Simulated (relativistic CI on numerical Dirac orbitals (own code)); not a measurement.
## How well does a small relativistic CI reproduce Mg VI?

Method of calculation: Dirac-Coulomb-Breit CI, KLI orbitals optimised for each configuration, model QED, valence Slater integrals scaled by 0.85, P86 correlation estimate, and configurations built on the next ion tied to the tabulated ionisation energy (semi-empirical) (own radial code, finite nucleus).

Configuration list (outside the closed core 1s2): 2s2 2p3, 2s2 2p2 3s, 2s2 2p2 3p, 2s2 2p2 3d, 2s2 2p2 4s, 2s 2p4, 2p5, 2p4 3s, 2p4 3p, 2s 2p3 3s, 2p4 3d, 2s 2p3 3p, 2s2 2p2 4p, 2s2 2p2 4d, 2s2 2p2 4f, 2s 2p3 3d, 2s2 2p 3s2, 2s2 2p 3s 3p, 2s2 2p 3p2, 2s2 2p 3s 3d, 2s 2p3 4s, 2s 2p3 4p, 2s2 2p 3p 3d, 2s 2p3 4d. Levels of other configurations are missing.

| Configuration | Term (tabulated) | J | Measured (cm⁻¹) | Computed | Error | Purity (%) |
| --- | --- | --- | --- | --- | --- | --- |
| 2s2 2p3 | 4S° | 3/2 | 0.0 | 0 | 0 | 100 |
| 2s2 2p3 | 2D° | 5/2 | 55356.0 | 50795 | -4561 | 100 |
| 2s2 2p3 | 2D° | 3/2 | 55372.8 | 50791 | -4582 | 99 |
| 2s2 2p3 | 2P° | 1/2 | 83920.0 | 75348 | -8572 | 98 |
| 2s2 2p3 | 2P° | 3/2 | 84028.4 | 75491 | -8538 | 97 |
| 2s 2p4 | 4P | 5/2 | 247948.0 | 255161 | 7213 | 100 |
| 2s 2p4 | 4P | 3/2 | 249584.0 | 256788 | 7204 | 100 |
| 2s 2p4 | 4P | 1/2 | 250450.0 | 257650 | 7200 | 100 |
| 2s 2p4 | 2D | 5/2 | 341751.0 | 343157 | 1406 | 100 |
| 2s 2p4 | 2D | 3/2 | 341793.0 | 343201 | 1408 | 100 |
| 2s 2p4 | 2S | 1/2 | 401822.0 | 394143 | -7679 | 99 |
| 2s 2p4 | 2P | 3/2 | 425190.0 | 419214 | -5976 | 99 |
| 2s 2p4 | 2P | 1/2 | 427135.0 | 421139 | -5996 | 99 |
| 2p5 | 2P° | 3/2 | 651867.0 | 665495 | 13628 | 97 |
| 2p5 | 2P° | 1/2 | 654473.0 | 668089 | 13616 | 97 |
| 2s2 2p2 3s | 4P | 1/2 | 893940.0 | 889819 | -4121 | 98 |
| 2s2 2p2 3s | 4P | 3/2 | 894890.0 | 890842 | -4048 | 98 |
| 2s2 2p2 3s | 4P | 5/2 | 896440.0 | 892359 | -4081 | 98 |
| 2s2 2p2 3s | 2P | 1/2 | 908410.0 | 903351 | -5059 | 98 |
| 2s2 2p2 3s | 2P | 3/2 | 910300.0 | 905206 | -5094 | 98 |
| 2s2 2p2 3s | 2S | 1/2 | 983420.0 | 967022 | -16398 | 95 |
| 2s2 2p2 3d | 2P † | 3/2 | 1040060.0 | 1037548 | -2512 | 65 |
| 2s2 2p2 3d | 2P † | 1/2 | 1040680.0 | 1039821 | -859 | 79 |
| 2s2 2p2 3d | 4D | 1/2 | 1045620.0 | 1037896 | -7724 | 79 |
| 2s2 2p2 3d | 2F | 5/2 | 1046420.0 | 1044264 | -2156 | 89 |
| 2s 2p3 3s | 4S° | 3/2 | 1046640.0 | 1054299 | 7659 | 93 |
| 2s2 2p2 3d | 4P | 5/2 | 1047310.0 | 1044184 | -3126 | 88 |
| 2s2 2p2 3d | 4P | 3/2 | 1047990.0 | 1044903 | -3087 | 96 |
| 2s2 2p2 3d | 4P | 1/2 | 1048380.0 | 1045275 | -3105 | 97 |
| 2s2 2p2 3d | 2F | 7/2 | 1048380.0 | 1046219 | -2161 | 97 |
| 2s2 2p2 3d | 2D | 3/2 | 1062050.0 | 1058480 | -3570 | 97 |
| 2s2 2p2 3d | 2D | 5/2 | 1062620.0 | 1059061 | -3559 | 97 |
| 2s2 2p2 3d | 2F | 7/2 | 1083340.0 | 1078048 | -5292 | 94 |
| 2s2 2p2 3d | 2F | 5/2 | 1083640.0 | 1078352 | -5288 | 94 |
| 2s2 2p2 3d | 2D | 3/2 | 1086570.0 | 1079912 | -6658 | 98 |
| 2s2 2p2 3d | 2D | 5/2 | 1086920.0 | 1080314 | -6606 | 94 |
| 2s2 2p2 3d | 2P | 3/2 | 1094250.0 | 1086103 | -8147 | 98 |
| 2s 2p3 3s | 2P° † | 1/2 | 1192330.0 | 1188415 | -3915 | 96 |
| 2s 2p3 3s | 2P° † | 3/2 | 1192580.0 | 1188419 | -4161 | 96 |
| 2s2 2p2 4s | 4P | 5/2 | 1196740.0 | 1194762 | -1978 | 88 |
| 2s2 2p2 4s | 2P | 3/2 | 1199470.0 | 1204229 | 4759 | 55 |
| 2s 2p3 3p | 2F | 7/2 | 1223280.0 | 1206418 | -16862 | 99 |
| 2s 2p3 3p | 2F | 5/2 | 1223920.0 | 1206675 | -17245 | 99 |
| 2s2 2p2 4d | 4D | 1/2 | 1249500.0 | 1249575 | 75 | 90 |
| 2s2 2p2 4d | 4P | 5/2 | 1252240.0 | 1253477 | 1237 | 83 |
| 2s2 2p2 4d | 4P | 3/2 | 1252660.0 | 1254056 | 1396 | 89 |
| 2s2 2p2 4d | 2F | 5/2 | 1252700.0 | 1254827 | 2127 | 98 |
| 2s2 2p2 4d | 4P | 1/2 | 1252870.0 | 1254340 | 1470 | 93 |
| 2s2 2p2 4d | 2F | 7/2 | 1254350.0 | 1256668 | 2318 | 98 |
| 2s2 2p2 4d | 2D | 5/2 | 1258380.0 | 1262303 | 3923 | 92 |
| 2s 2p3 3d | 4P° | 5/2 | 1282030.0 | 1285048 | 3018 | 98 |
| 2s 2p3 3d | 4P° | 3/2 | 1282400.0 | 1285532 | 3132 | 98 |
| 2s 2p3 3d | 4P° | 1/2 | 1282670.0 | 1285837 | 3167 | 98 |
| 2s 2p3 3d | 4S° | 3/2 | 1287890.0 | 1292377 | 4487 | 96 |
| 2s 2p3 3d | 2F° | 5/2 | 1290470.0 | 1298530 | 8060 | 97 |
| 2s2 2p2 4d | 2S | 1/2 | 1296520.0 | 1294544 | -1976 | 83 |
| 2s 2p3 4s | 4S° | 3/2 | 1323610.0 | 1330930 | 7320 | 99 |

Measured levels from NIST levels in Kelleher and Podobedova, J. Phys. Chem. Ref. Data 37, 267 (2008); pairs were made by configuration, J and term (by order where the table uses no LS term), so strongly mixed levels may be paired wrongly.

Mean error by configuration (cm⁻¹): 2s2 2p3 -6563; 2s 2p4 597; 2p5 13622; 2s2 2p2 3s -6467; 2s2 2p2 3d -4652; 2s 2p3 3s 7659; 2s2 2p2 4s 1391; 2s 2p3 3p -17054; 2s2 2p2 4d 1321; 2s 2p3 3d 4373; 2s 2p3 4s 7320. Over the excited levels the mean absolute error is 5559 cm⁻¹ (56 of the 61 excited levels that our extract of the source holds in range could be paired, and the others can miss by more), and the median relative error of those above 1,000 cm⁻¹ is 0.47 %. † marks terms whose computed intervals miss the measured ones by more than a factor of 2.5, or configurations far off the rest, from wrong mixing, a near crossing or a doubtful label or measurement; they are left out of the means.
